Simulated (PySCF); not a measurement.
SMILES [CH3][In]([CH3])[CH3] (GFN2-xTB optimised geometry):

```
13

C      2.026     0.123     0.000
In    -0.216     0.123     0.000
C     -1.336     2.067     0.000
C     -1.319    -1.830     0.000
H      2.397    -0.466    -0.838
H      2.410     1.139    -0.082
H      2.396    -0.322     0.924
H     -1.051     2.659    -0.870
H     -1.090     2.635     0.897
H     -2.410     1.892    -0.026
H     -2.028    -1.862     0.827
H     -1.873    -1.945    -0.932
H     -0.619    -2.659     0.099
```

Level of theory: PBE0/def2-TZVP, def2 effective core potentials past Kr run with PySCF 2.14.0.

Q: What are the frontier orbital energies and the dipole moment?

A: HOMO-2 -10.37 eV, HOMO-1 -6.94 eV, HOMO -6.92 eV, LUMO -0.99 eV, LUMO+1 -0.06 eV; dipole moment 0.02 D.

On the same geometry PBE/def2-TZVP, def2 effective core potentials past Kr in PySCF gives HOMO-2 -9.08 eV, HOMO-1 -5.83 eV, HOMO -5.81 eV, LUMO -1.71 eV, LUMO+1 -0.87 eV; dipole moment 0.02 D.
